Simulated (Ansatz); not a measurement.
`[F][In]([F])[SH]` + `C[SeH]` → `C[Se][In]([F])[F]` + H₂S at 600 K and 1 bar (ligand exchange at the In–S bond).

Computed with Ansatz on PBE0-D4/def2-TZVP structures; ΔE is electronic, products minus reactants. CCSD(T)/CBS adds triple-zeta CCSD(T) − MP2 to the extrapolated MP2 energy (def2 sets, frozen cores). This one scheme is used for every species. def2 core potentials past Kr. For In, Se outer-core shells are correlated without core-valence functions, which leaves a few kJ/mol of doubt a bond. Scalar relativity is left out up to krypton. One conformer a species, not always the lowest.

| species | CCSD(T)/CBS energy (Eh) | H − E (kJ/mol) | S (J/(mol·K)) |
| --- | --- | --- | --- |
| `[F][In]([F])[SH]` | -787.86618 | 79.5 | 408.4 |
| `C[SeH]` | -2441.15625 | 149.5 | 312.9 |
| `C[Se][In]([F])[F]` | -2830.05920 | 170.4 | 491.8 |
| H₂S | -398.97279 | 60.8 | 230.9 |

H − E and S are ideal-gas, rigid-rotor, harmonic terms from PBE0-D4/def2-TZVP, for one conformer and one mirror image of each species. 1 Eh = 2625.50 kJ/mol, R = 8.31446 J/(mol·K).

Task: By hand: ΔE, ΔH, ΔS and ΔG.

Result: ΔE = (-2830.05920) + (-398.97279) − (-787.86618) − (-2441.15625) = -0.00956 Eh = -25.1 kJ/mol. Δ(H − E) = 170.4 + 60.8 − 79.5 − 149.5 = 2.2, so ΔH = -22.9 kJ/mol. ΔS = 491.8 + 230.9 − 408.4 − 312.9 = 1.4 J/(mol·K). ΔG = -22.9 − 600 × (1.4)/1000 = -23.7 kJ/mol.

Task: By hand: the equilibrium constant, and the temperature at which ΔG would vanish if ΔH and ΔS stayed fixed.

Result: log₁₀ K = −ΔG/(RT ln 10) = 2.1. ΔH and −TΔS have one sign here, so there is no such temperature. One of them is within its doubt of zero, so this could turn.

The number of gas molecules stays the same, so ΔS is small and ΔH decides. A doubt of 5 kJ/mol in ΔE shifts log₁₀ K by 0.4 here. Other conformers and mirror images would add mixing entropy, several J/(mol·K) or more a flexible species. Modes under 60 cm⁻¹, often nearly free rotors, make the harmonic entropy too high. These are equilibria of isolated gas molecules and say nothing of rates. Largest T1 diagnostic: 0.016 (customary marks: 0.02 for closed shells, 0.045 for open ones).
